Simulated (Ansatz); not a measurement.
C₂H₈B₂Si, relaxed with RKS PBE-D4/def2-SVP in Ansatz from a rough embedded geometry. The force threshold is 0.03 eV/Å; the program also tests the step.

Charge 0, multiplicity 1. The bonds changed during the relaxation, so this is another structure than the one it started from.

Start:

```xyz
13

B    -0.251    1.977   -1.505
B    -0.284    0.459   -0.909
C    -0.115   -1.111   -1.052
Si   -0.690   -0.773    0.664
C     0.743   -0.568    1.894
H    -0.433    2.937   -0.862
H     0.095    2.163   -2.660
H    -0.950   -1.517   -1.683
H     0.878   -1.434   -1.222
H    -2.048   -0.578    1.017
H     0.508   -1.155    2.778
H     0.796    0.521    2.114
H     1.750   -0.922    1.424
```

Q: How much energy does the relaxation release, and in how many steps? (Best estimate.)

A: The calculation gave: 62.01 kcal/mol, in 20 steps, 1 of them rejected.

Q: Which bonds change most? (An estimate is asked.)

A: Computed: B1–Si4 from 3.530 to 2.131 Å; C3–Si4 from 1.841 to 2.001 Å; Si4–H10 from 1.416 to 1.500 Å; B2–C3 from 1.586 to 1.509 Å.

Q: Give the relaxed structure. (Best estimate.)

A: Ansatz gave: 
```xyz
13

B    -0.202    1.580   -1.054
B     0.075    0.148   -1.704
C    -0.032   -1.272   -1.204
Si   -0.587   -0.041    0.273
C     0.594   -0.170    1.737
H     0.781    2.165   -0.602
H    -1.134    2.288   -1.407
H    -0.884   -1.869   -1.583
H     0.882   -1.889   -1.112
H    -2.022   -0.377    0.554
H     0.530   -1.163    2.227
H     0.365    0.613    2.488
H     1.634   -0.011    1.387
```
